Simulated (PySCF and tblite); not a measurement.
C7H11N, numbered as in [N:1]#[C:2][CH:3]1[CH2:4][CH2:5][CH2:6][CH2:7][CH2:8]1.

The ensemble was built from 90 distance-geometry starts (ETKDG and KDG, MMFF94s, GFN2-xTB) and rests on PBE0-D3(BJ)/def2-SVP geometries. Weights use PBE0-D3(BJ)/def2-TZVP energies plus GFN2-xTB zero-point and thermal terms (modes under about 100 cm⁻¹ blended into free rotors). Symmetry numbers and mirror images are counted. Conformers within 4 kcal/mol (GFN2-xTB free energy) were kept, 5 at most. GIAO shieldings: PBE0/pcSseg-1. Shifts are against TMS (¹H), TMS (¹³C), NH3 (¹⁵N) at the same level. Programs: PySCF with density fitting and tblite.

The 6-ring runs over atoms 3–4–5–6–7–8.

| conformer | shape | symmetry | E(GFN2) kcal/mol | E(DFT) kcal/mol |
| --- | --- | --- | --- | --- |
| 1 | 6-ring chair (all substituents equatorial) | Cs | 0.03 | 0.04 |
| 2 | 6-ring chair (C2 axial) | Cs | 0.00 | 0.00 |

Question: How much do the weights at 298.15 K and the averaged shift of H3 depend on how the conformers are weighted?

Answer: 
```csv
weighting,1 (%),2 (%),δ (ppm),rms dipole (D)
"DFT energy with thermal terms, symmetry and mirror images (full scheme)",53,47,2.13,4.35
DFT energy with symmetry and mirror images,48,52,2.16,4.33
bare DFT energy,48,52,2.16,4.33
GFN2-xTB energy with symmetry and mirror images,49,51,2.16,4.33
GFN2-xTB free energy,53,47,2.13,4.35
leading conformer alone,100,0,1.86,4.54
equal weights,50,50,2.15,4.33
```

The largest departure from the full scheme, 0.28 ppm, comes with: leading conformer alone.


¹⁵N shifts are against a computed isolated NH3 molecule, about 20 ppm from the liquid.